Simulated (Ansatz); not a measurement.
Cr(NH)2Cl2 (CrN2Cl2H2). The state is a triplet with charge 0. Geometry PBE0-D4/def2-SVP, that of the neutral singlet; atoms count from 1.

| atom | x (Å) | y (Å) | z (Å) |
| --- | --- | --- | --- |
| Cr1 | -0.2273 | 0.1162 | 0.3990 |
| N2 | -0.1782 | 0.9757 | -0.9176 |
| H3 | 0.1483 | 1.0926 | -1.8804 |
| N4 | 0.6083 | -1.1954 | 0.1625 |
| H5 | 1.1860 | -1.7715 | -0.4552 |
| Cl6 | -2.2670 | -0.4563 | 0.7351 |
| Cl7 | 0.7299 | 1.2386 | 1.9565 |

At PBE0-D4/def2-TZVP a singlet of charge 0 lies 2.04 eV below the triplet at the same geometry. That singlet is doubtful there (restricted singlet, unstable towards broken spin symmetry at other levels and untested here).

(1) Estimate the Mulliken populations from the PBE0/def2-TZVP orbitals of Ansatz.

(2) Where does the spin sit?

(3) And the Mayer bond orders between bonded heavy atoms (over 0.3)?

## Answers

(1) 
| atom | charge (e) | spin (α − β) | d electrons |
| --- | --- | --- | --- |
| Cr1 | 1.20 | 0.70 | 4.37 |
| N2 | -0.58 | 0.51 | – |
| H3 | 0.27 | 0.00 | – |
| N4 | -0.58 | 0.51 | – |
| H5 | 0.27 | 0.00 | – |
| Cl6 | -0.29 | 0.14 | – |
| Cl7 | -0.29 | 0.14 | – |
Mulliken values and Mayer orders depend strongly on the basis.

(2) Summed by element: Cr 0.70, N 1.03, H -0.01, Cl 0.28, of 2 unpaired in all. Largest on single atoms: Cr1 0.70, N4 0.51, N2 0.51.

(3) Cr1–N2 1.65 (1.57 Å); Cr1–N4 1.65 (1.57 Å); Cr1–Cl6 0.93 (2.15 Å); Cr1–Cl7 0.93 (2.15 Å). Values over 0.3 also appear between atoms too far apart for a bond (N2–N4 0.33 at 2.55 Å); they arise where an orbital or an unpaired electron spreads over both atoms.
